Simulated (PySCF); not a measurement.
Computed with PySCF 2.14.0 with PBE-D3(BJ)/def2-TZVP // r2SCAN-D4/def2-TZVP. All species are isolated molecules in the gas phase. One relaxed conformer stands for a flexible species; it need not be the lowest. Excitations are Tamm–Dancoff values on a coarser integration grid. The basis has no diffuse functions, so Rydberg states are missing or too high.

Reference species (SMILES): `O/C=C/S` (H–O–C–C torsion -180°, C–C–S–H torsion 0°) (neutral, multiplicity 1).

```yaml
LUMO: -0.49 eV
S1–T1 gap (TDA): 0.69 eV
S1 excitation (TDA): 4.30 eV
```

Changed species: `O/C=C\S` (H–O–C–C torsion 0°, C–C–S–H torsion -99°).

Q: Predict the effect on the LUMO, S1–T1 gap (TDA) and S1 excitation (TDA).

A: the LUMO falls by 0.59 eV, to -1.08 eV; the S1–T1 gap (TDA) goes up by 0.44 eV, to 1.13 eV; the S1 excitation (TDA) goes up by 0.90 eV, to 5.20 eV.
